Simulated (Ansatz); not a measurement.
A calculation with Ansatz (development build ahead of 0.2.0).

```yaml
crystal:
  periodic: [false, false, false]
  atoms:
    - { symbol: H, position_ang: [0.0, 0.0, 0.0] }
    - { symbol: H, position_ang: [0.0, 0.0, 1.85] }
basis:
  gaussian: { orbitals: pcseg-2 }
magnetization:
  spin_polarized: true
hamiltonian:
  xc: pbe
```

The input is written out in the form of the current development build from the run's settings.

The run gave:

```yaml
Converged: yes
Total_energy: -1.02013 hartree
Spin_squared_of_the_determinant: 0.527
Stability_test: minimum
```

Caution: the unrestricted determinant is spin contaminated.
